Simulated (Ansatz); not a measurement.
## A barrier at the coupled-cluster level

Start structure (BH$_{3}$Cl$_{2}$F$_{2}$, closed shell), relaxed at PBE0-D4/def2-TZVP:

```tsv
atom	x (Å)	y (Å)	z (Å)
B1	-0.3501	0.8148	-0.9821
H2	0.5671	1.4220	-0.5470
Cl3	-0.0770	-0.8468	-1.5314
Cl4	-1.8688	1.5645	-1.3005
H5	0.0175	-0.3623	1.5854
F6	-0.6957	0.2290	1.4470
H7	1.1126	-1.4125	0.2043
F8	1.2944	-1.4086	1.1242
```

The step: BHCl₂ ([Cl][BH][Cl]) + HF + HF → BCl₂F ([F][B]([Cl])[Cl]) + HF + H₂; bonds formed: B1–F6, H2–H7, H5–F8; bonds broken: B1–H2, H5–F6, H7–F8. Ansatz 0.2.0; basis: def2-TZVPP and def2-QZVPP; cores frozen in the correlated methods. Extrapolation: Hartree–Fock as exp(−7.88 √X), correlation as X^−2.97. Energies below are by CCSD(T) at an estimated basis limit (MP2 extrapolated from triple and quadruple zeta, plus CCSD(T) − MP2 in triple zeta).

Q: What are the electronic barrier and the energy of the step, from the start structure to the end structure? (To be estimated.)

A: By the calculation: Barrier 20.38 kcal/mol; step energy -19.10 kcal/mol (downhill); reverse barrier, their difference, 39.48 kcal/mol. Barrier and step energy count from the start structure, the reverse barrier from the end structure.

The saddle point: One imaginary mode of 1087i cm⁻¹.
```json
{"pair": "B1–F6", "start (Å)": "2.52", "saddle (Å)": "1.51", "end (Å)": "1.32"}
{"pair": "H2–H7", "start (Å)": "2.98", "saddle (Å)": "1.06", "end (Å)": "0.75"}
{"pair": "H5–F8", "start (Å)": "1.71", "saddle (Å)": "1.12", "end (Å)": "0.92"}
{"pair": "B1–H2", "start (Å)": "1.18", "saddle (Å)": "1.30", "end (Å)": "3.10"}
{"pair": "H5–F6", "start (Å)": "0.94", "saddle (Å)": "1.17", "end (Å)": "1.96"}
{"pair": "H7–F8", "start (Å)": "0.94", "saddle (Å)": "1.11", "end (Å)": "2.68"}
```

Zero-point energy (harmonic, PBE0-D4): ZPE is 24.66 kcal/mol at the start and 23.02 kcal/mol at the saddle, so the barrier goes from 20.38 to 18.74 kcal/mol.

The T1 diagnostic stays at or below 0.011.

Labels in which every atom is bracketed show which atoms are joined, not bond orders.

For scale, one of the runs: CCSD(T)/def2-TZVPP, 219 basis functions, launched by `ansatz run in.yaml --threads 4 --pin off --events-out ev --progress --plain --max-ram 9574MiB`. The run took 110 s on 4 CPU threads of an Arm Neoverse V1 (shared host), with 3.4 GiB of host memory at its peak.
